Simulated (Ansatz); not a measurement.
Species: BrCl, charge 1, doublet. BrCl+ (parent SMILES ClBr, doublet).
B3LYP-D3(BJ)/def2-TZVP minimum from Ansatz (a program for electronic structure):
```
Cl
Br 1 2.0683
```
Charge +1, spin multiplicity 2.

Total energies in def2-TZVPP, 13 correlated electrons, 19 frozen orbitals. UHF or UKS for unpaired electrons; spin-orbit terms are left out. Cores are frozen in correlated methods (noble-gas shells, and filled d and f shells in the p block). No relativity. Spin-orbit terms, left out, reach several kcal/mol for Br and I, and more for heavier atoms. The spin of BrCl+ (parent SMILES ClBr, doublet) was assumed, and the state is the lowest solution found for it.

| method | program | energy (Eh) | minus CCSDT(Q) (mEh) |
|---|---|---|---|
| HF | Ansatz | -3031.52046 | 383.20 |
| MP2 | Ansatz | -3031.84897 | 54.69 |
| CCSD | Ansatz | -3031.88340 | 20.25 |
| CCSD(T) | Ansatz | -3031.90105 | 2.60 |
| CCSDT(Q) | Ansatz | -3031.90366 | 0.00 |

Rough core times of Ansatz's runs on a shared machine: CCSD(T) under 20 s, CCSDT(Q) 6 min.
